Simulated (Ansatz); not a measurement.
The cluster Ag₂O⁺, relaxed as a quartet with UKS r2SCAN-D4/def2-TZVP in Ansatz, starting from the r2SCAN-D4/def2-TZVP geometry of the charge +1 doublet. Force threshold 0.02 eV/Å.

In the def2 sets Ag takes a core potential; there is no spin–orbit coupling. The relaxation made no stability test and no search for a lower SCF solution. At r2SCAN-D4/def2-TZVP a doublet of charge 1 lies 2.70 eV below the quartet, each at its own geometry. The structure comes from a short search, and lower isomers may exist.

Start:

Cartesian coordinates in Å:
```
Ag 0.109 -1.613 -1.140
Ag 0.119 1.416 1.376
O -0.228 0.197 -0.236
```

Task: Estimate the energy that the relaxation releases and the steps that it takes.

Result: 0.4 kcal/mol, in 7 steps; 33 s on 4 threads of Arm Neoverse V2 on a shared host. The force fell under the threshold at step 6, but the optimiser went on. No frequencies were taken in this run, so the end may be a saddle point.

Task: Does the start keep its bonding and symmetry?

Result: By distances, no bond broke or formed. The bond that changes most is Ag2–O3, from 2.05 to 2.07 Å (atoms count from 1). Point group C2v at the start, D∞h at the end, both within 0.05 Å.

Task: Predict the relaxed structure.

Result: 
```xyz
3

Ag   -0.0049   -1.5896   -1.3192
Ag    0.0069    1.5879    1.3212
O    -0.0019    0.0017   -0.0020
```
Bond lengths (bridged metal pairs left out): 2 × Ag–O 2.07 Å.
